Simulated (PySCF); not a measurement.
C₂H₇BO₂, SMILES CCB(O)O.

The structure is a stationary point at PBE0-D3(BJ)/def2-SVP. The values are those of a single conformer.

Two levels are set side by side: TDA-PBE/def2-SVPD (PySCF) and TDA-ωB97X/def2-SVPD (PySCF). Vertical, same geometry. The lowest singlet is HOMO→LUMO 100 % with PBE and HOMO→LUMO 84 % with the other functional; states are paired by order. Differences are taken from unrounded values.

```tsv
quantity	TDA-ωB97X	TDA-PBE	TDA-PBE minus TDA-ωB97X
lowest singlet excitation (eV)	8.47	6.68	-1.78
lowest triplet excitation (TDA) (eV)	8.18	6.55	-1.63
first bright state (f over 0.05) (eV)	9.96	8.00	-1.97
its oscillator strength	0.13	0.06	-0.07
```

Functionals without exact exchange tend to place singlet excitations lower, as here. Differences between two approximate levels are no errors against the true value.

Rough cost on one machine, each run with all the roots and properties that it gave: TDA-ωB97X against TDA-PBE about 6 times.
